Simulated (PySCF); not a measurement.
C4H14GeO2Si, SMILES [CH3][Ge]([Si](C)(O)O)([CH3])[CH3]. Geometry: PBE-D3(BJ)/def2-SVP. The structure was generated by enumeration, and PubChem lists no compound with its InChIKey, so it may never have been made. Other conformers were not sampled.

Computed equilibrium geometry at PBE-D3(BJ)/def2-SVP (PySCF confirms it by a frequency run) as Cartesian coordinates in Å (one conformer of several):
```xyz
22

Si     1.4002    -0.2364    -0.1672
C      2.5446     1.1589     0.3576
O      1.7760    -0.4724    -1.8046
O      1.6678    -1.6469     0.7340
Ge    -0.9361     0.1569     0.1194
C     -1.4742     1.8259    -0.7959
C     -1.4125     0.2795     2.0333
C     -1.9377    -1.3471    -0.6902
H      3.6043     0.9062     0.1433
H      2.4456     1.3655     1.4421
H      2.3024     2.0874    -0.1984
H      1.1971    -1.1243    -2.2378
H      2.5978    -1.9380     0.7559
H     -0.9765     2.7040    -0.3384
H     -2.5711     1.9694    -0.7220
H     -1.1961     1.7888    -1.8678
H     -1.0767    -0.6320     2.5654
H     -0.9257     1.1575     2.5021
H     -2.5099     0.3807     2.1547
H     -1.7316    -1.4223    -1.7769
H     -3.0282    -1.1988    -0.5561
H     -1.6484    -2.3029    -0.2108
```
